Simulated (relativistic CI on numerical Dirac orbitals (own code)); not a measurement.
Radial Dirac CI calculation of Ta²⁺.

Command:

```sh
python run_levels.py task.json out
```

Input:

```
atom Ta  Z=73  charge=2  electrons=71
nucleus A=181  rms_radius_fm=5.3507
hamiltonian dirac-coulomb  breit=on  qed=on  c_scale=1
orbitals kli  potential=per-configuration
slater_scale 1
correlation none
mixing on
grid step=0.0125 r_max=86.5
scf mixing=0.4 start=green max_iterations=72 tolerance=2e-08 node_fill=50
configurations
  [Xe] 4f14 5d3
  [Xe] 4f14 5d 6s2
end
```

Output:

```
SCF 1: [Xe] 4f14 5d3
 iter      energy (Ha)   residual   last orbital (Ha)
    1    -15572.340241   4.24e+00     -2.42816
    2    -15614.521725   8.04e-01     -0.97848
    3    -15613.819152   3.46e-01     -0.73760
    4    -15614.891726   2.42e-01     -0.68832
    5    -15613.877577   1.03e-01     -0.65247
    6    -15614.191143   2.87e-02     -0.67907
    7    -15614.194728   2.39e-02     -0.67334
    8    -15614.140060   3.90e-04     -0.66938
    9    -15614.144628   1.58e-03     -0.66966
   10    -15614.141213   9.36e-05     -0.66920
   11    -15614.141330   7.94e-06     -0.66925
   12    -15614.141359   6.36e-07     -0.66925
   13    -15614.141360   1.53e-07     -0.66925
   14    -15614.141360   1.11e-07     -0.66925
   15    -15614.141360   5.69e-09     -0.66925
SCF 2: [Xe] 4f14 5d 6s2
 iter      energy (Ha)   residual   last orbital (Ha)
    1    -15575.572318   4.10e+00     -1.42267
    2    -15614.659725   8.32e-01     -0.91300
    3    -15613.583307   3.28e-01     -0.77853
    4    -15614.042175   2.83e-01     -0.79015
    5    -15613.148960   2.75e-01     -0.83069
    6    -15613.703352   1.24e-01     -0.83584
    7    -15614.048835   4.66e-03     -0.84870
    8    -15614.053522   3.03e-03     -0.84978
    9    -15614.059966   7.22e-05     -0.85166
   10    -15614.060663   2.47e-04     -0.85165
   11    -15614.060016   1.06e-05     -0.85166
   12    -15614.059967   5.14e-06     -0.85166
   13    -15614.059979   1.76e-07     -0.85166
   14    -15614.059980   5.14e-08     -0.85166
   15    -15614.059979   1.05e-08     -0.85166
orbital energies (Ha): 4d5/2 -8.0720  4f5/2 -1.2271  4f7/2 -1.1623  5s -3.0818  5p1/2 -2.1090  5p3/2 -1.8060  5d3/2 -0.6871  5d5/2 -0.6692
configuration averages (Ha): Dirac-Coulomb, Breit, QED
  5d3                         -15614.141360   16.157770   11.059388
  5d 6s2                      -15614.059979   16.158726   11.060787
levels: no., configuration, term, J, E (cm-1), weight
   1 5d3                    4F   3/2              0.0  0.87
   2 5d3                    4F   5/2           3346.4  0.96
   3 5d3                    4F   7/2           6370.5  0.91
   4 5d3                    4F   9/2           8704.2  0.70
   5 5d3                    4P   3/2          10131.7  0.47
   6 5d3                    4P   1/2          11637.4  0.76
   7 5d3                    2G   7/2          14359.4  0.89
   8 5d3                    2H   9/2          14859.5  0.58
   9 5d3                    4P   5/2          15844.8  0.86
  10 5d3                    2D   3/2          16816.3  0.46
  11 5d3                    2P   1/2          19035.6  0.76
  12 5d3                    2H   11/2         20224.0  1.00
  13 5d3                    2D   5/2          21499.0  0.79
  14 5d3                    2G   9/2          22502.3  0.56
lowest total energy -15587.007136 Ha
end: converged
```

Against the reference input this run has: node fill of the KLI weights 50. The reference run ends at -15588.384583 Ha with Breit and QED terms. The iteration limit was 72 against 150. This setting is bad on purpose; its numbers may not be properties of the ion.

With so few configurations and no correlation, terms lie too far apart (by 10 to 50 % or more near neutrality), their order can be wrong, and levels of other configurations are missing. Terms and fine structure of an open d or f shell near neutrality can be off by tens of per cent either way.
